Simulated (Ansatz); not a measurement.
cis-Zr(PH3)2Cl4 (ZrP2H6Cl4), 13 atoms. Hardware: 4 threads of Arm Neoverse V2 on a shared host.

In the def2 sets Zr takes a core potential; there is no spin–orbit coupling. Correlated methods freeze 30 core orbitals; core or outer-core shells of Zr are correlated, in sets that lack core-valence functions.

(1) How many basis functions does each of these Ansatz runs have, and roughly what does it cost? PBE0-D4/def2-SVP, charge 0 singlet, energy, from earlier orbitals; LDA (SPW92)/def2-TZVP, charge 0 singlet, energy, from earlier orbitals; PBE0-D4/def2-TZVP, charge 0 singlet, energy, from earlier orbitals; RPA@PBE/def2-TZVP, charge 0 singlet, energy, from earlier orbitals; PBE-D4/def2-TZVP, charge 0 singlet, energy and forces, from earlier orbitals; PBE-D4/def2-SVP, charge 0 singlet, energy with a search over starts; B97M-V/def2-TZVP, charge 0 singlet, energy, from earlier orbitals; LC-ωPBE/def2-TZVP, charge 0 singlet, energy, from earlier orbitals; HF/STO-3G, charge 0 singlet, energy; r2SCAN-D4/def2-TZVP, charge 0 singlet, energy, from earlier orbitals; MP2/def2-TZVP, charge 0 singlet, energy, from earlier orbitals; PBE-D4/def2-SVP, charge 0 singlet, relaxation, 15 steps.

Answers

(1) Other jobs shared the machine, so times can vary by a factor of up to 3. A dash marks memory too small to be measured apart from the calling script's.

```csv
run,functions,fitting or Cholesky vectors,wall time,peak host memory (GiB)
"HF/STO-3G, charge 0 singlet, energy",87,1010,0.75 s,–
"LDA (SPW92)/def2-TZVP, charge 0 singlet, energy, from earlier orbitals",298,2149,2.8 s,0.63
"PBE-D4/def2-SVP, charge 0 singlet, energy with a search over starts",169,1820,3.4 s,–
"PBE0-D4/def2-SVP, charge 0 singlet, energy, from earlier orbitals",169,1601,4.1 s,–
"PBE-D4/def2-TZVP, charge 0 singlet, energy and forces, from earlier orbitals",298,2149,6 s,0.64
"LC-ωPBE/def2-TZVP, charge 0 singlet, energy, from earlier orbitals",298,2149,7.5 s,0.98
"MP2/def2-TZVP, charge 0 singlet, energy, from earlier orbitals",298,1936,8 s,1
"r2SCAN-D4/def2-TZVP, charge 0 singlet, energy, from earlier orbitals",298,2149,11 s,0.69
"PBE0-D4/def2-TZVP, charge 0 singlet, energy, from earlier orbitals",298,2299,11 s,1.4
"RPA@PBE/def2-TZVP, charge 0 singlet, energy, from earlier orbitals",298,1936,12 s,0.93
"B97M-V/def2-TZVP, charge 0 singlet, energy, from earlier orbitals",298,2149,26 s,0.83
"PBE-D4/def2-SVP, charge 0 singlet, relaxation, 15 steps",169,1820,30 s,–
```
